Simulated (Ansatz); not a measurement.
Wavefunction ladder for CH$_{6}$BGaO, SMILES `BC[O][GaH2]`

Z-matrix (Å, degrees):
```
C
O 1 1.407
B 1 1.546 2 119.7
H 1 1.104 2 111.6 3 130.0
H 1 1.109 2 108.2 3 -118.3
Ga 2 1.786 1 122.4 3 -49.5
H 3 1.200 1 121.8 2 -3.6
H 3 1.197 1 118.7 2 178.9
H 6 1.555 2 113.7 1 174.9
H 6 1.565 2 116.6 1 -6.9
```

Total charge 0; spin multiplicity 1. Correlated methods include outer-core shells of Ga, which these sets cover unevenly. Scalar relativity is left out up to krypton. All single points use the PBE0-D4/def2-TZVP geometry. It is one conformer, not always the lowest. Frozen core, restricted reference, the Gaussian-basis code of Ansatz.

| basis | HF (Eh) | MP2 corr. |
| --- | --- | --- |
| def2-SVP | -2063.77429 | -0.62513 |
| def2-TZVPP | -2064.18797 | -0.74350 |
| def2-QZVPP | -2064.23576 | -1.02706 |

(1) Estimate the CCSD correlation energy and the (T) correction in each basis where they were run (hartree).

## Answers

(1) 
| basis | CCSD corr. | (T) |
| --- | --- | --- |
| def2-SVP | -0.65807 | -0.01896 |
| def2-TZVPP | -0.77356 | -0.02943 |
